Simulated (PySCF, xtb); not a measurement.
Ga(Cl)2(SH) (Cl2GaHS), SMILES [SH][Ga]([Cl])[Cl].

GFN2-xTB in xtb 6.7.1 at its own geometry gives an orbital gap of 3.32 eV and a dipole moment of 1.13 D.

The structure is a stationary point at PBE0-D3(BJ)/def2-SVP. One conformer was computed; it need not be the lowest.

**Question.** What does M06-2X/def2-TZVP (PySCF) give? (The exact figures need the calculation; the answer reports its results.)

**Answer.** gap 8.79 eV (levels -9.53 and -0.74 eV), dipole 1.42 D.
